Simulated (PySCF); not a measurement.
Species: C8H16Si.
Numbering: `[CH2:1]=[CH:2][C@H:3]1[CH2:4][Si@@H:5]([CH2:6][CH2:7][CH3:8])[CH2:9]1`

NICS = −σ at a ghost point: NICS(0) at the centroid of the ring atoms, NICS(1) 1 Å to either side along the normal of their mean plane, zz for the tensor component along that normal. Level: GIAO KT2/pcSseg-1 (PySCF, non-relativistic, gas phase) on the PBE0-D3(BJ)/def2-SVP geometry, one conformer.

Ring bond lengths (Å): C3–C4 1.559, C4–Si5 1.896, Si5–C9 1.897, C9–C3 1.560.

Task: Give the NICS values of each ring in ppm.

Result: 
```
        ring                                              type  NICS(0)  NICS(1), two faces  NICS(1)zz, two faces  rms pucker (Å)  centre to ring atoms, mean (Å)
C3–C4–Si5–C9  4-membered ring with Si; formal bonds all single     -3.0         -2.3 / -2.1             5.0 / 1.9            0.16                            1.21
```

Task: What do they say, and how far can they be read as aromaticity?

Result: 
- C3–C4–Si5–C9: mean NICS(1)zz 3.4 ppm, deshielded. C3, C4, Si5, C9 have four or more neighbours, and the NICS criterion for π rings isn't applied. The two faces differ by 3.1 ppm, so no symmetry operation interchanges them.

Task: Give the inner angles of the rings.

Result: 
- C3–C4–Si5–C9: C3 99.7°, C4 87.1°, Si5 77.9°, C9 87.1°; sum 351.9° against 360° for a flat convex ring.

Task: What are the shieldings of the ring atoms and their hydrogens in the same run (means over atoms taken as equivalent)?

Result: 
```json
{"atoms": "C3", "environment": "allylic carbon", "σ isotropic (ppm)": "138.8", "principal values of the symmetric part, first atom (ppm)": "123.5, 137.5, 155.5"}
{"atoms": "C4 (×2)", "environment": "sp3 carbon bound to silicon", "σ isotropic (ppm)": "159.2", "principal values of the symmetric part, first atom (ppm)": "136.2, 157.0, 184.2"}
{"atoms": "Si5", "environment": "SiH silicon", "σ isotropic (ppm)": "369.3", "principal values of the symmetric part, first atom (ppm)": "328.4, 376.3, 403.2"}
{"atoms": "H on C3", "environment": "methine hydrogen", "σ isotropic (ppm)": "28.48", "principal values of the symmetric part, first atom (ppm)": "26.1, 27.2, 32.1"}
{"atoms": "H on C4 (×2)", "environment": "methylene hydrogen", "σ isotropic (ppm)": "29.81", "principal values of the symmetric part, first atom (ppm)": "26.0, 27.2, 36.3"}
{"atoms": "H on C4 (×2)", "environment": "methylene hydrogen", "σ isotropic (ppm)": "30.23", "principal values of the symmetric part, first atom (ppm)": "27.8, 29.3, 33.5"}
{"atoms": "H on Si5", "environment": "Si–H hydrogen", "σ isotropic (ppm)": "26.45", "principal values of the symmetric part, first atom (ppm)": "23.2, 26.0, 30.2"}
```

Task: How do the values depend on the level or the medium?

Result: 
```
             level  NICS(0), C3–C4–Si5–C9  mean NICS(1)zz, C3–C4–Si5–C9
 KT2/pcSseg-1, gas                   -3.0                           3.4
PBE0/pcSseg-1, gas                   -3.5                           3.0
```

The geometry is the same throughout.

Time: 56 s of wall time; peak memory 0.96 GiB. Hardware: an Arm Neoverse V2 with one thread, shared host with 96 logical CPUs at a one-minute load of 28. This is the whole shielding run at KT2/pcSseg-1, SCF included.

Shape of the structure used: `[CH2:1]=[CH:2][C@H:3]1[CH2:4][Si@@H:5]([CH2:6][CH2:7][CH3:8])[CH2:9]1`: C1–C2–C3–C4 122°, C4–Si5–C6–C7 165°, Si5–C6–C7–C8 180°.
